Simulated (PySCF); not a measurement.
Q: Give a PBE0-D3(BJ)/def2-SVP geometry of In(OEt)3, `CC[O][In]([O]CC)[O]CC`.

A: 
```
atom  x, y, z in Å
In1   -0.0665    0.2766    0.3027
O2     1.3774   -0.4604    1.4728
C3     2.7266   -0.1396    1.2579
C4     3.1638   -0.3208   -0.1831
H5     2.9514    0.8965    1.5816
H6     3.3217   -0.8045    1.9115
H7     4.2359   -0.1029   -0.3101
H8     2.9848   -1.3568   -0.5126
H9     2.6085    0.3655   -0.8483
O10    0.3672    1.7498   -0.9740
C11   -0.5669    2.2347   -1.9018
C12   -1.9215    2.5471   -1.2973
H13   -0.1359    3.1552   -2.3381
H14   -0.6959    1.5256   -2.7450
H15   -2.6157    2.9430   -2.0552
H16   -2.3829    1.6395   -0.8673
H17   -1.8241    3.2997   -0.4986
O18   -1.9148   -0.4686    0.4490
C19   -2.1748   -1.6380    1.1794
C20   -1.2325   -2.7786    0.8459
H21   -2.1445   -1.4454    2.2708
H22   -3.2140   -1.9364    0.9463
H23   -1.4802   -3.6874    1.4164
H24   -1.2868   -3.0227   -0.2273
H25   -0.1903   -2.5074    1.0952
```

Orientation and origin are arbitrary. Atoms count from 1 in this order. All 3 C–C bonds measure 1.516 to 1.517 Å. In1 (indium bonded to 3 O) is planar (angles 121.5°, 119.3° and 119.2°, sum 360.0°, 0.01 Å off the plane of its three neighbours). All 3 In–O bonds measure 1.997 to 1.999 Å. Of the pairs four or more bonds apart, H16···O18 is among the closest relative to their van der Waals radii: 2.53 Å, 93 % of the sum of Bondi's values.

Bonds between heavy atoms (Å): In1–O2 1.999, In1–O10 1.997, In1–O18 1.998, O2–C3 1.403, C3–C4 1.517, O10–C11 1.403, C11–C12 1.516, O18–C19 1.403, C19–C20 1.517.

Level of theory: PySCF, PBE0-D3(BJ)/def2-SVP geometry optimisation, gas phase, def2 core potentials past Kr.

Point group: C1 (no symmetry element, even within 0.4 Å). Stationary, but not proved a minimum. One conformer, not necessarily the lowest (O10–In1–O2–C3 -11°, O2–In1–O10–C11 174°, O2–In1–O18–C19 -11°, In1–O2–C3–C4 -49°, In1–O10–C11–C12 49°).

Run on 2 threads of an AMD EPYC 9R45, shared host. That covers the optimisation of the geometry.
